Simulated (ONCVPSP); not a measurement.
**Sr (Z = 38): one change to an ONCV potential, before and after**

| Item | Value |
| --- | --- |
| Element | strontium |
| Generator | ONCVPSP 4.0.1 |
| Type | optimised norm-conserving Vanderbilt (ONCV) |
| Functional | PBE |
| Relativity | scalar-relativistic |
| Frozen core | [Ar] 3d10 |
| Valence charge | 10 |
| Reference configuration | 4s2 4p6 5s2 |
| Partial waves | 4s+5s: rc 2.15 bohr, ncon 4, nbas 8, qcut 5.2 1/bohr, 2 projectors; 4p: rc 1.95 bohr, ncon 4, nbas 8, qcut 6.7 1/bohr, 1 projector; d scattering state at 0.19 Ha: rc 1.80 bohr, ncon 4, nbas 8, qcut 5.2 1/bohr, 1 projector |
| Local potential | polynomial inside 1.40 bohr (lpopt 5, dvloc0 0 Ha) |
| Core correction | Teter function, fcfact 4.5, rcfact 1.7 |

In the d channel the program set the typed energies aside and used 0.050 Ha.

Change: core correction Teter function, fcfact 4.5, rcfact 0.94.

Cutoffs: the cutoffs (Ha) at which the residual kinetic energy of the hardest occupied pseudo-wave falls to 1 and 0.1 mHa per electron; they do not see the model core or the augmentation charge, which bear on the density cutoff. Errors are all-electron minus pseudo energies relative to the spin-unpolarised reference configuration.

Question: How do hardness, ghosts and transferability respond?

Answer: The potential gets neither clearly harder nor softer (12 Ha and 17 Ha → 12 Ha and 17 Ha); of the 4 tests that both files solve, the error grows in 0 and shrinks in 2 by more than 15 % and 0.3 meV (median size 3.3 → 1.7 meV); neither file shows a bound ghost. A model core, the more so a compact one, raises the density cutoff, which this test does not measure.

| quantity | base | changed |
| --- | --- | --- |
| cutoff, loose | 12 Ha | 12 Ha |
| cutoff, tight | 17 Ha | 17 Ha |
| bound ghosts | none | none |
| GHOST(+) flags under 300 eV | none | none |
| error for 4s2 4p6 5s1, meV [ΔE 5.89 eV] | -0.9 | -0.6 |
| error for 4s2 4p6 5s0, meV [ΔE 16.89 eV] | -5.8 | -2.7 |
| error for 4s2 4p6 5s1.5, meV [ΔE 2.34 eV] | -0.2 | -0.2 |
| error for 4s2 4p6 5s0 5p1, meV [ΔE 8.82 eV] | +26 | +27 |
| s: phases at 2.18 bohr within 0.05 rad from the reference energy up to (Ha; the scan ends near 5) | 3.5 | 3.5 |
| p: phases at 1.98 bohr within 0.05 rad from the reference energy up to (Ha; the scan ends near 5) | 1.0 | 1.0 |
| d: phases at 1.82 bohr within 0.05 rad from the reference energy up to (Ha; the scan ends near 5) | 3.2 | 3.2 |
| rms error of d²Exc/dni dnj with the model core, mHa | 4.59 | 1.21 |
